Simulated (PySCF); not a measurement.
SMILES [SiH2]([SiH2]B)SC, GFN2-xTB optimised geometry.

```
14

B      0.12    -2.55    -0.72
Si     1.49    -1.38     0.01
Si     0.79     0.84     0.00
S     -1.37     0.84     0.00
C     -1.69     2.62     0.00
H     -0.68    -3.07    -0.03
H      0.01    -2.72    -1.87
H      2.77    -1.32    -0.71
H      1.93    -1.64     1.39
H      1.14     1.64    -1.17
H      1.15     1.68     1.14
H     -1.27     3.07     0.89
H     -2.77     2.75     0.00
H     -1.26     3.07    -0.89
```

Density from PBE0/def2-TZVP (PySCF) at that geometry.

Minimum of the electron density along straight lines between bonded atoms, close to the bond critical point (lines longer than 1.1 times the sum of covalent radii, or with two minima, are not listed):

```json
[
 {"bond": "B1–Si2", "length / Å": "1.942", "ρ at the minimum / e bohr⁻³": "0.120", "∇²ρ there / e bohr⁻⁵": "…", "position (fraction from the first atom)": "0.61"},
 {"bond": "Si2–Si3", "length / Å": "2.327", "ρ at the minimum / e bohr⁻³": "0.091", "∇²ρ there / e bohr⁻⁵": "…", "position (fraction from the first atom)": "0.37"},
 {"bond": "Si3–S4", "length / Å": "2.159", "ρ at the minimum / e bohr⁻³": "0.096", "∇²ρ there / e bohr⁻⁵": "0.10", "position (fraction from the first atom)": "0.36"},
 {"bond": "S4–C5", "length / Å": "1.816", "ρ at the minimum / e bohr⁻³": "0.178", "∇²ρ there / e bohr⁻⁵": "…", "position (fraction from the first atom)": "0.53"},
 {"bond": "B1–H6", "length / Å": "1.170", "ρ at the minimum / e bohr⁻³": "0.193", "∇²ρ there / e bohr⁻⁵": "-0.37", "position (fraction from the first atom)": "0.44"},
 {"bond": "B1–H7", "length / Å": "1.170", "ρ at the minimum / e bohr⁻³": "0.193", "∇²ρ there / e bohr⁻⁵": "-0.37", "position (fraction from the first atom)": "0.44"},
 {"bond": "Si2–H8", "length / Å": "1.476", "ρ at the minimum / e bohr⁻³": "0.119", "∇²ρ there / e bohr⁻⁵": "0.19", "position (fraction from the first atom)": "0.49"},
 {"bond": "Si2–H9", "length / Å": "1.475", "ρ at the minimum / e bohr⁻³": "0.120", "∇²ρ there / e bohr⁻⁵": "0.19", "position (fraction from the first atom)": "0.49"},
 {"bond": "Si3–H10", "length / Å": "1.468", "ρ at the minimum / e bohr⁻³": "0.123", "∇²ρ there / e bohr⁻⁵": "0.19", "position (fraction from the first atom)": "0.49"},
 {"bond": "Si3–H11", "length / Å": "1.467", "ρ at the minimum / e bohr⁻³": "0.123", "∇²ρ there / e bohr⁻⁵": "0.18", "position (fraction from the first atom)": "0.49"},
 {"bond": "C5–H12", "length / Å": "1.086", "ρ at the minimum / e bohr⁻³": "0.283", "∇²ρ there / e bohr⁻⁵": "-0.99", "position (fraction from the first atom)": "0.65"},
 {"bond": "C5–H13", "length / Å": "1.085", "ρ at the minimum / e bohr⁻³": "0.283", "∇²ρ there / e bohr⁻⁵": "-0.99", "position (fraction from the first atom)": "0.65"},
 {"bond": "C5–H14", "length / Å": "1.086", "ρ at the minimum / e bohr⁻³": "0.283", "∇²ρ there / e bohr⁻⁵": "-0.99", "position (fraction from the first atom)": "0.65"}
]
```

Task: Complete the blanks.

Result: 
- B1–Si2, ∇²ρ there / e bohr⁻⁵: 0.00
- Si2–Si3, ∇²ρ there / e bohr⁻⁵: -0.13
- S4–C5, ∇²ρ there / e bohr⁻⁵: -0.29
